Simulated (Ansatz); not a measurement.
Geometry optimisation, RKS PBE0-D4/STO-3G in Ansatz.

Input file:

```yaml
crystal:
  periodic: [false, false, false]
  atoms:
    - { symbol: C, position_ang: [-0.1939, 0.9151, -1.7748] }
    - { symbol: C, position_ang: [0.8376, 0.8843, -0.7202] }
    - { symbol: Si, position_ang: [0.4274, -0.2234, 0.7443] }
    - { symbol: C, position_ang: [0.4029, -1.989, 0.1902] }
    - { symbol: C, position_ang: [-1.0935, 0.2806, 1.6091] }
    - { symbol: Cl, position_ang: [-0.9343, 1.9736, 2.2105] }
    - { symbol: H, position_ang: [-0.4211, -0.0236, -2.2135] }
    - { symbol: H, position_ang: [0.1127, 1.6392, -2.6059] }
    - { symbol: H, position_ang: [-1.1761, 1.3704, -1.3374] }
    - { symbol: H, position_ang: [1.7718, 0.5334, -1.158] }
    - { symbol: H, position_ang: [1.0322, 1.8991, -0.3278] }
    - { symbol: H, position_ang: [1.6299, -0.138, 1.7139] }
    - { symbol: H, position_ang: [0.1193, -2.6399, 1.0305] }
    - { symbol: H, position_ang: [1.2191, -2.3026, -0.2975] }
    - { symbol: H, position_ang: [-0.5086, -2.1443, -0.496] }
    - { symbol: H, position_ang: [-1.9565, 0.284, 0.9807] }
    - { symbol: H, position_ang: [-1.2877, -0.3195, 2.4922] }
basis:
  gaussian: { orbitals: STO-3G }
hamiltonian:
  xc: pbe0
  dispersion: d4
relax:
  f_tol: 0.015
  max_steps: 40
```

Run as:

```bash
$ ansatz run input.yaml --threads 1 --pin off --max-ram 2048MiB --backend cpu --events-out ev --progress --plain --runs-dir out
```

**Question.** Where does it end, and by what steps?

**Answer.** It converged. The force dipped under the threshold on the way, but the program's further checks kept it going. Limits of this set-up: minimal basis. After 7 steps the energy has fallen by 0.906 eV; Cl6 moved furthest, 0.16 Å.

```
step  energy less start (eV)  largest force component (eV/Å)  accepted
   0                  0.0000                           7.431       yes
   1                 -0.8594                           0.669       yes
   2                 -0.9021                           0.180       yes
   3                 -0.9055                           0.042       yes
   4                 -0.9059                           0.015       yes
   5                 -0.9063                           0.007       yes
   6                 -0.9064                           0.022       yes
   7                 -0.9065                           0.012       yes
```

```xyz
17
Properties=species:S:1:pos:R:3
C -0.233 0.955 -1.744
C 0.894 0.908 -0.690
Si 0.536 -0.241 0.748
C 0.312 -2.006 0.183
C -1.061 0.292 1.597
Cl -1.005 2.059 2.098
H -0.422 -0.039 -2.172
H 0.033 1.629 -2.569
H -1.170 1.320 -1.304
H 1.829 0.598 -1.174
H 1.061 1.921 -0.300
H 1.602 -0.166 1.721
H 0.101 -2.669 1.027
H 1.215 -2.375 -0.311
H -0.516 -2.097 -0.527
H -1.938 0.190 0.941
H -1.258 -0.280 2.515
```

Whether the end is a true minimum wasn't checked by a vibrational analysis.

The run took 47 s on 1 CPU thread of a shared host.
